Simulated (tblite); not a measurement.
B2Cl4, triplet, at a GFN2-xTB geometry (a higher spin typed on purpose: for a closed-shell molecule this is an excited state); GFN1-xTB (tblite).

Input for tblite:
```
$ tblite run mol.xyz --method gfn1 --charge 0 --spin 2 --guess eeq --json tblite.json --no-restart

# file mol.xyz
6

Cl    -1.53946817    -1.66678088    -0.10821165
B     -0.80012691    -0.07747045    -0.06474284
Cl    -1.82615722     1.34091195    -0.16412033
B      0.80012691     0.07747045     0.06474284
Cl     1.82615722    -1.34091195     0.16412033
Cl     1.53946817     1.66678088     0.10821165
```

Task: Predict the main parts of the log of this tblite run.

Result: 
```
xTB calculator
 | screened Coulomb repulsion
 | Coulomb electrostatics
 |  * isotropic Klopman-Ohno-Mataga-Nishimoto electrostatics
 |  * onsite third-order electrostatics
 | DFT-D3(BJ) dispersion correction

halogen bonding energy    0.0000000000000E+00 Eh
repulsion energy          7.1318465722321E-02 Eh
dispersion energy        -3.6236156330024E-03 Eh
number of electrons       3.4000000000000E+01 e
integral cutoff           2.1261634374110E+01 bohr

------------------------------------------------------------
  cycle        total energy    energy error   density error
------------------------------------------------------------
      1     -19.84284777259  -1.9910543E+01   4.6958956E-01
      2     -19.85650263636  -1.3654864E-02   2.8963461E-01
      3     -19.85650892961  -6.2932525E-06   3.3123945E-02
      4     -19.85651190975  -2.9801430E-06   3.9004453E-04
      5     -19.85651192780  -1.8049370E-08   2.4444900E-04
      6     -19.85651193513  -7.3215958E-09   1.6756486E-05
------------------------------------------------------------

electronic energy        -1.9924206785215E+01 Eh
total energy             -1.9856511935125E+01 Eh

Post processing:
 | Mayer-Wiberg bond orders

[Info] JSON dump of results written to 'tblite.json'
```
